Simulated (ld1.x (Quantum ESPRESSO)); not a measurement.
# Ni: ultrasoft pseudisation with LDA (PZ), scalar-relativistic reference atom.

| Property | Result |
| --- | --- |
| Element | Ni (Z = 28) |
| Generator | ld1.x (Quantum ESPRESSO) 7.5 |
| Type | ultrasoft |
| Functional | LDA (PZ) |
| Relativity | scalar-relativistic |
| Frozen core | [Ne] |
| Valence charge | 18 |
| Reference configuration | 3s2 3p6 3d8 4s1 4p0 (charge +1) |
| Partial waves | 3s (bound): rcut 1.15, rcutus 1.25 bohr; 4s (bound): rcut 1.15, rcutus 1.25 bohr; 3p (bound): rcut 1.25, rcutus 1.35 bohr; 4p (bound, empty): rcut 1.25, rcutus 1.35 bohr; 3d (bound): rcut 1.20, rcutus 1.65 bohr; 3d channel at 0.7 Ry: rcut 1.20, rcutus 1.65 bohr |
| Local potential | all-electron potential smoothed inside 1.00 bohr (lloc = -1) |
| Core correction | a·sin(br)/r model core, default radius (core density twice the valence density) |
| Augmentation charge | PSQ, radius 0.90 bohr |

(1) Does the generator finish with these settings?

Results:

(1) No. ld1.x (Quantum ESPRESSO) 7.5 stopped with "chargeps: negative rho": the spherical valence density built from the smooth waves and the augmentation charge turned negative at some radius.
